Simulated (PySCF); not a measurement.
Identify the unknown among the candidates.

All candidates are CH10NSi3 (doublet state).

| technique | computed result |
| --- | --- |
| Rotational structure | rotational constants A, B, C: 3.930, 1.010, 0.933 GHz [PBE0-D3(BJ)/def2-SVP] |
| EPR g | 2.00269 [unrestricted B3LYP/IGLO-III on C N Si, pcH-1 on H, mean-field spin–orbit] |
| Dipole | 2.04 D [PBE0-D3(BJ)/def2-SVP] |
| EPR couplings | largest isotropic hyperfine couplings (means over sets of like nuclei): 29Si -75.1, 13C +69.6, 1H -49.6, 29Si +48.0, 29Si +45.8 MHz [unrestricted B3LYP/IGLO-III on C N Si, pcH-1 on H, mean-field spin–orbit] |

Gas-phase values; electronic properties from PySCF, density fitting. Levels stand in brackets. Geometry: PBE0-D3(BJ)/def2-SVP, one conformer, isolated molecule. Couplings of like nuclei are plain means over topologically equivalent atoms, as if these changed places fast (by rotation of a methyl-like group, say); in this geometry the members of some sets differ.

Question: Which candidate is it?
A. `N[SiH2][SiH2][CH][SiH3]` [doublet state]
B. `N[SiH2][SiH2]C[SiH2]` [doublet state]
C. `N[SiH][SiH2]C[SiH3]` [doublet state]
D. `[NH][SiH2][SiH2]C[SiH3]` [doublet state]

Answer: A. It is `N[SiH2][SiH2][CH][SiH3]` [doublet state]. Numbering: `[NH2:1][SiH2:2][SiH2:3][CH:4][SiH3:5]`. The optimised geometry has point group C1 and is an asymmetric top. The largest Mulliken spin population (0.93) sits on a carbon bonded to 2 Si and H [C4]. The couplings belong to: 29Si -75.1 MHz, silicon bonded to N, Si and 2 H [Si2]; 13C +69.6 MHz, carbon bonded to 2 Si and H [C4]; 1H -49.6 MHz, hydrogen on C4; 29Si +48.0 MHz, silicon bonded to C, Si and 2 H [Si3]; 29Si +45.8 MHz, silicon bonded to C and 3 H [Si5].

The others, at the same levels:
- `N[SiH][SiH2]C[SiH3]` [doublet state] fails: its computed isotropic g value is 2.00293 (against 2.00269), rotational constant A is 5.932 GHz (against 3.930 GHz) and smallest rotational constant is 0.800 GHz (against 0.933 GHz).
- `[NH][SiH2][SiH2]C[SiH3]` [doublet state] fails: its computed isotropic g value is 2.00532 (against 2.00269), rotational constant A is 3.063 GHz (against 3.930 GHz) and smallest rotational constant is 1.139 GHz (against 0.933 GHz).
- `N[SiH2][SiH2]C[SiH2]` [doublet state] fails: its computed isotropic g value is 2.00302 (against 2.00269), rotational constant A is 9.403 GHz (against 3.930 GHz) and smallest rotational constant is 0.726 GHz (against 0.933 GHz).

Each candidate is one conformer, not necessarily the lowest. Dipoles, sizes and rotational constants follow the conformer. The torsions of the flexible species, by atom-mapped SMILES:
- `[NH2:1][SiH2:2][SiH2:3][CH:4][SiH3:5]`: N1–Si2–Si3–C4 -63°, Si2–Si3–C4–Si5 -89°, H–N1–Si2–Si3 164°, H–N1–Si2–Si3 -57°
- `[NH2:1][SiH:2][SiH2:3][CH2:4][SiH3:5]`: N1–Si2–Si3–C4 55°, Si2–Si3–C4–Si5 179°, H–N1–Si2–Si3 -59°, H–N1–Si2–Si3 156°
- `[NH:1][SiH2:2][SiH2:3][CH2:4][SiH3:5]`: N1–Si2–Si3–C4 -45°, Si2–Si3–C4–Si5 -53°, H–N1–Si2–Si3 89°
- `[NH2:1][SiH2:2][SiH2:3][CH2:4][SiH2:5]`: N1–Si2–Si3–C4 180°, Si2–Si3–C4–Si5 180°, H–N1–Si2–Si3 -68°, H–N1–Si2–Si3 68°
